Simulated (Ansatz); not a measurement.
Start from `C=C(O)[Se][GaH2]` and change one atom or group to get `C=C(O)CO`.

Ansatz, PBE0-D4/def2-TZVP geometries, multiplicity 1. Each molecule was computed in one conformer, which needn't be the lowest. `C=C(O)[Se][GaH2]` holds a close contact that its SMILES doesn't draw: Ga···O 2.18 Å.

Scalar relativity is left out up to krypton. Spin–orbit coupling is left out; it splits and shifts lone-pair levels of the heavy atoms by tenths of an eV.

```csv
property,`C=C(O)[Se][GaH2]`
HOMO–LUMO gap (ωB97M-V/def2-TZVPP) / eV,9.08
LUMO energy (PBE0/def2-TZVPP) / eV,-0.80
HOMO–LUMO gap (B3LYP/def2-TZVPP) / eV,4.92
HOMO energy (PBE0/def2-TZVPP) / eV,-6.18
LUMO energy (PBE/def2-TZVPP) / eV,-1.62
HOMO–LUMO gap (PBE0/def2-TZVPP) / eV,5.39
```

(1) Give the same properties after the change, and the shifts. (Estimate.)

## Answers

(1) The calculation gave: 
```json
{"property": "HOMO–LUMO gap (ωB97M-V/def2-TZVPP) / eV", "`C=C(O)CO`": "10.97", "shift": "1.89"}
{"property": "LUMO energy (PBE0/def2-TZVPP) / eV", "`C=C(O)CO`": "0.34", "shift": "1.14"}
{"property": "HOMO–LUMO gap (B3LYP/def2-TZVPP) / eV", "`C=C(O)CO`": "6.52", "shift": "1.60"}
{"property": "HOMO energy (PBE0/def2-TZVPP) / eV", "`C=C(O)CO`": "-6.71", "shift": "-0.53"}
{"property": "LUMO energy (PBE/def2-TZVPP) / eV", "`C=C(O)CO`": "-0.62", "shift": "1.00"}
{"property": "HOMO–LUMO gap (PBE0/def2-TZVPP) / eV", "`C=C(O)CO`": "7.05", "shift": "1.66"}
```

With PBE0 the HOMO falls by 0.53 eV and the LUMO rises by 1.14 eV, so the gap widens by about 1.67 eV. PBE moves the HOMO by -0.35 eV and ωB97M-V by -0.72 eV.

B3LYP here is the variant with VWN-RPA as its local correlation; programs differ in this.
